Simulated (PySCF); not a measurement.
1,3-oxasiletane-2,4-dione (C2H2O3Si), SMILES [SiH2]1C(OC1=O)=O.

Geometry: B3LYP-D3(BJ)/def2-SVP.

The numbers are results of PBE/def2-TZVP in PySCF, not measurements.

Isolated molecule, no solvent.

```
Quantity                                                                                                        Value
---------------------------------------------------------------------------------------------  ----------------------
total energy                                                                                       -592.23107 hartree
point group                                                                                                       C2v
highest occupied level                                                                                       -6.54 eV
lowest empty level                                                                                           -2.85 eV
orbital gap                                                                                                   3.70 eV
dipole moment                                                                                                  3.40 D
quadrupole, principal values (traceless, Buckingham form, about the centre of nuclear charge)  -11.77, 4.83, 6.94 D·Å
mean static polarisability                                                                       57.9 bohr³ (8.57 Å³)
polarisability, principal values                                                               40.7, 64.2, 68.6 bohr³
```
